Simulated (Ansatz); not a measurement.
Cost and result up the ladder for the cluster H₅Au₃ (8 atoms). Charge 0, multiplicity 1. Geometry: r2SCAN-D4/def2-SVP.

| atom | x (Å) | y (Å) | z (Å) |
| --- | --- | --- | --- |
| Au1 | 1.886 | 0.198 | -0.051 |
| Au2 | -0.212 | -0.232 | 1.870 |
| Au3 | -0.686 | 0.011 | -0.746 |
| H4 | 2.271 | 0.439 | -1.578 |
| H5 | -1.776 | -0.390 | 2.129 |
| H6 | -2.213 | -0.121 | -1.007 |
| H7 | 1.546 | -0.070 | 1.671 |
| H8 | -0.815 | 0.165 | -2.288 |

Ansatz on 4 threads of Arm Neoverse V1 on a shared host. Times are rough, and most runs start from the orbitals of an earlier one. ωB97X-V/def2-TZVP serves as the yardstick here, not as an exact answer. Binding counts from free atoms at the same level (Au doublet, H doublet; other spins of the atoms weren't run), without zero-point energy or a counterpoise term.

In the def2 sets Au takes a core potential; there is no spin–orbit coupling. Correlated methods freeze no core orbitals; core or outer-core shells of Au are correlated, in sets that lack core-valence functions. No other spin state of charge 0 was run. Another isomer (singlet) lies 0.02 eV lower at PBE-D4/def2-TZVP; other spin states weren't run for this one.

Correlated methods converge slowly with the basis.

| level | functions | wall time | binding energy per atom (eV) | difference from ωB97X-V/def2-TZVP (eV) | remarks |
| --- | --- | --- | --- | --- | --- |
| revPBE-D4/def2-TZVP | 150 | 1.9 s | 2.00 | 0.02 | – |
| PBE-D4/def2-TZVP (with forces) | 150 | 2.2 s | 2.08 | 0.10 | – |
| PBE0-D4/def2-TZVP | 150 | 2.8 s | 1.98 | 0.00 | – |
| r2SCAN-D4/def2-TZVP | 150 | 3.9 s | 2.15 | 0.16 | – |
| ωB97X-V/def2-TZVP | 150 | 8.5 s | 1.98 | 0.00 | – |
| CCSD(T)/def2-TZVP | 150 | 2.1 min | 1.98 | 0.00 | test for broken spin undecided |
